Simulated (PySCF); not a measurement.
# How methods differ on the excitation energy of Co+

Co+ [Ar] 3d8 (3F) → Co+ [Ar] 3d7 4s1 (5F), as a difference of total energies. Computed with PySCF 2.14 in def2-TZVPPD (6s6p4d2f1g, 67 functions), with no relativity, point nucleus. Correlated levels: valence: [Ar] frozen; valence and next inner shell: [Ne] frozen. The calculations carry no spin-orbit coupling.

```tsv
method	excitation energy (eV)	difference from reference (eV)
UHF	-1.142	-1.571
LDA	1.122	+0.693
PBE	0.930	+0.501
PBE0	0.599	+0.170
r2SCAN	0.603	+0.174
revPBE	0.927	+0.498
wB97M-V	1.007	+0.578
M06-2X	0.572	+0.143
MN15	1.595	+1.166
MP2 (valence)	0.864	+0.435
SCS-MP2 (valence)	0.957	+0.528
MP2 (valence and next inner shell)	1.320	+0.891
SCS-MP2 (valence and next inner shell)	1.227	+0.798
```

Reference: 0.429 eV (measured; NIST levels, between the centres of gravity of the two terms).

These non-relativistic numbers lack the scalar-relativistic shift.

Errors of the correlated levels include the incompleteness of this basis and the frozen core.
